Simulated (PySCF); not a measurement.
Compound: C3H5ClN2Si.
Bonds: Si1–C2, C2–C3 (aromatic), C3–N4 (aromatic), N4–C5 (aromatic), C5–Cl6, C5–N7 (aromatic), C2–N7 (aromatic). Hydrogens: H8, H9, H10 on Si1; H11 on C3; H12 on N4.

Method: PySCF 2.14.0, PBE0-D3(BJ)/def2-SVP geometry optimisation, gas phase; density fitting, grid level 1; the optimiser is geomeTRIC in internal coordinates, started from a GFN2-xTB structure with every atom displaced at random (about 0.01 Å).

Step 1: E = -26547.1418 eV
```
atom  x, y, z in Å  |  force x, y, z in eV/Å
Si1     2.1247    0.2858    0.4010    0.106  -0.207  -0.172
C2      0.2884    0.1134    0.0785   -0.018  -0.142   0.160
C3     -0.4569   -1.0244   -0.1204   -0.372  -0.363   0.110
N4     -1.7777   -0.6300   -0.2724    1.575   0.508  -0.199
C5     -1.7265    0.7351   -0.2308   -0.342   0.057   0.155
Cl6    -3.1705    1.6218   -0.4313   -0.034   0.167  -0.035
N7     -0.5463    1.2125    0.0122   -0.306   0.146  -0.117
H8      2.7856    0.9780   -0.7471   -0.016   0.035   0.026
H9      2.7220   -1.0924    0.5051   -0.112   0.143   0.025
H10     2.4218    1.0480    1.6478   -0.076  -0.006   0.026
H11    -0.1848   -2.0748   -0.1169    0.080  -0.096  -0.052
H12    -2.4905   -1.1675   -0.7303   -0.487  -0.243   0.071
```

Step 2: E = -26547.0291 eV
```
atom  x, y, z in Å  |  force x, y, z in eV/Å
Si1     2.1009    0.2779    0.3893    0.028   0.141  -0.058
C2      0.2716    0.1118    0.0585    0.835   0.448   0.219
C3     -0.4133   -1.0706   -0.1270   -0.819   1.812  -0.029
N4     -1.6958   -0.6055   -0.3121   -1.893  -1.390  -0.601
C5     -1.7549    0.7520   -0.2365    0.962  -0.574  -0.066
Cl6    -3.1745    1.6932   -0.3853    0.058  -0.425  -0.083
N7     -0.5702    1.2205   -0.0245    1.006  -0.069   0.379
H8      2.7789    0.9760   -0.7443    0.030   0.013   0.018
H9      2.6797   -1.0971    0.5130   -0.031   0.002   0.009
H10     2.3599    1.0394    1.6453    0.024  -0.003   0.027
H11    -0.1380   -2.1231   -0.1016   -0.067   0.095  -0.100
H12    -2.4549   -1.1689   -0.6794   -0.133  -0.049   0.286
```

Step 3: E = -26547.1444 eV
```
atom  x, y, z in Å  |  force x, y, z in eV/Å
Si1     2.1118    0.2819    0.3944    0.070  -0.030  -0.120
C2      0.2784    0.1122    0.0735    0.375   0.160   0.211
C3     -0.4365   -1.0480   -0.1189   -0.548   0.720   0.111
N4     -1.7404   -0.6213   -0.2715   -0.253  -0.409  -0.655
C5     -1.7415    0.7428   -0.2316    0.264  -0.277   0.179
Cl6    -3.1699    1.6616   -0.4196    0.028  -0.176  -0.043
N7     -0.5620    1.2159    0.0045    0.417   0.005   0.039
H8      2.7771    0.9751   -0.7501    0.007   0.029   0.023
H9      2.7005   -1.0943    0.5047   -0.069   0.065   0.022
H10     2.3951    1.0449    1.6442   -0.027  -0.007   0.025
H11    -0.1602   -2.0996   -0.1112   -0.001   0.023  -0.063
H12    -2.4631   -1.1658   -0.7230   -0.264  -0.105   0.270
```

Step 4: E = -26547.1717 eV
```
atom  x, y, z in Å  |  force x, y, z in eV/Å
Si1     2.1193    0.2838    0.3939    0.058  -0.047  -0.098
C2      0.2872    0.1111    0.0734    0.078   0.027   0.131
C3     -0.4464   -1.0380   -0.1215   -0.241   0.159   0.122
N4     -1.7519   -0.6252   -0.2758    0.161  -0.095  -0.554
C5     -1.7316    0.7383   -0.2309    0.044  -0.043   0.145
Cl6    -3.1672    1.6442   -0.4192    0.006  -0.040  -0.041
N7     -0.5501    1.2143    0.0041    0.065  -0.002  -0.012
H8      2.7869    0.9797   -0.7475   -0.003   0.026   0.020
H9      2.7053   -1.0908    0.5070   -0.039   0.036   0.022
H10     2.3943    1.0466    1.6459   -0.025  -0.007   0.018
H11    -0.1725   -2.0903   -0.1146    0.024   0.010  -0.061
H12    -2.4840   -1.1683   -0.7195   -0.127  -0.023   0.308
```

Problem. Estimate the geometry and energy of step 5. (The exact step hangs on the optimiser's Hessian estimate; all steps are aligned on step 4, rigid shifts and turns removed.)

Solution. E = -26547.1945 eV, largest force 0.455 eV/Å
```
atom  x, y, z in Å  |  force x, y, z in eV/Å
Si1     2.1241    0.2832    0.3917    0.014  -0.013  -0.046
C2      0.2935    0.1112    0.0668   -0.057   0.026   0.014
C3     -0.4477   -1.0337   -0.1319   -0.056  -0.047   0.143
N4     -1.7490   -0.6233   -0.2916    0.216   0.038  -0.398
C5     -1.7247    0.7384   -0.2361   -0.040   0.024   0.076
Cl6    -3.1671    1.6338   -0.4197   -0.004   0.029  -0.038
N7     -0.5417    1.2160   -0.0078   -0.011  -0.046   0.032
H8      2.8002    0.9904   -0.7372   -0.003   0.013   0.012
H9      2.7042   -1.0907    0.5091   -0.004   0.000   0.009
H10     2.3800    1.0389    1.6524   -0.006  -0.005   0.009
H11    -0.1737   -2.0860   -0.1253    0.023   0.003  -0.056
H12    -2.5088   -1.1728   -0.6749   -0.071  -0.022   0.243
```

The energy changes by -0.0228 eV. The first-order estimate −F·Δx gives -0.0283 eV and the mean of the old and new forces, exact on a quadratic surface, -0.0228 eV. The step makes an angle of 57° with the force vector and moves no atom by more than 0.051 Å.

What follows is the cost of the whole optimisation. The run took 66 s of wall time on one thread of an Arm Neoverse V2, no GPU, shared host with 48 logical CPUs at a one-minute load of 24, and the process peaked at 0.55 GiB of memory.
